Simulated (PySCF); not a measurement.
**Computed spin Hamiltonian**

C₃H₉OSi (doublet state).
Z-matrix (Å and degrees, GFN2-xTB geometry), rows numbered from 1:
```
C 
O   1  1.3319
Si  2  1.6328  1  133.68
C   3  1.8954  2  103.20  1  -179.24
C   4  1.5259  3  113.69  2   -63.45
H   1  1.0724  2  120.64  3     2.33
H   1  1.0717  2  116.75  3   178.44
H   3  1.4686  2  110.18  1    60.63
H   3  1.4682  2  110.42  1   -59.40
H   4  1.0905  3  108.26  2   175.06
H   4  1.0913  3  110.23  2    59.15
H   5  1.0894  4  110.92  3   179.58
H   5  1.0880  4  110.65  3   -60.31
H   5  1.0875  4  110.45  3    59.53
```

The hyperfine couplings belong to this conformer and change with its torsions.

The species is `CC[SiH2]O[CH2]` [radical].

Method: UKS B3LYP, pcH-1 on C H O Si, non-relativistic, mean-field spin-orbit, GIAO (PySCF 2.14.0). The structure is a single GFN2-xTB conformer in the gas phase; no vibrational or solvent corrections. The geometry wasn't refined by DFT: couplings that depend on bond lengths, twists or pyramidal angles can differ widely from those at the functional's own minimum. Stability of the SCF solution: not tested.

| Quantity | Value |
| --- | --- |
| g1, g2, g3 | 2.00212, 2.00343, 2.00410 |
| g_iso | 2.00321 |
| Form of g | rhombic: the two nearest values differ by 34 % of g3 − g1 |
| ⟨S²⟩ | 0.7534 (exact 0.7500) |
| HOMO–LUMO gap, α and β orbitals | 5.38, 7.24 eV |
| Basis functions | 225 |

Hyperfine couplings atom by atom, in MHz; T1 to T3 are the principal values of the dipolar part:

```csv
atom,isotope,a_iso,of which spin–orbit,T1,T2,T3,Mulliken spin population
C1,13C,85.7,0.0,-80.2,-78.2,158.3,0.97
O2,17O,-13.5,0.0,-56.3,27.5,28.9,0.10
Si3,29Si,2.3,0.0,-2.0,0.4,1.5,0.00
C4,13C,-1.3,0.0,-0.4,-0.1,0.5,0.00
C5,13C,0.9,0.0,-0.3,-0.3,0.6,0.00
H6,1H,-64.5,0.0,-38.2,0.3,37.8,-0.04
H7,1H,-65.4,0.0,-38.1,0.2,37.9,-0.05
H8,1H,8.2,0.0,-2.4,-2.0,4.4,0.01
H9,1H,7.7,0.0,-2.3,-2.0,4.4,0.01
H10,1H,-0.6,0.0,-0.8,-0.7,1.5,0.00
H11,1H,1.0,0.0,-1.3,-1.2,2.5,0.00
H12,1H,0.5,0.0,-0.6,-0.5,1.1,0.00
H13,1H,0.0,0.0,-0.9,-0.8,1.7,0.00
H14,1H,0.3,0.0,-1.5,-1.3,2.8,0.00
```

The Mulliken spin populations are largest on C1 (+0.97) and O2 (+0.10). No atom but C1 exceeds +0.15. The angles at C1 add up to 359.9°, so it is planar; its axial dipolar tensor and the negative couplings of its protons fit spin in a p orbital normal to that plane.

Axes: g3 points within 14° of the C1–H7 bond.

Under fast tumbling the dipolar parts average out, and these isotropic splittings remain: 1 × 1H (H7, I = 1/2, 2 lines) with 2.33 mT, 1 × 1H (H6, I = 1/2, 2 lines) with 2.30 mT and 2 × 1H (H8/H9, I = 1/2, 3 lines) with 0.28 mT.

Nuclei that the bonding pattern makes equivalent are averaged, as if the motion that swaps them (rotation, inversion, ring flip) were fast. H6 and H7 aren't averaged: C1 is flat or nearly so (angle sum 360°), and its turn about the short C1–O2 bond (1.33 Å) is taken as slow.

The 17O coupling of O2 (-13.5 MHz) shows only in satellite lines or after enrichment, since that isotope makes up about 0.038 % of natural oxygen.

The 13C coupling of C1 (85.7 MHz) shows only in satellite lines or after enrichment, since that isotope makes up about 1.07 % of natural carbon.
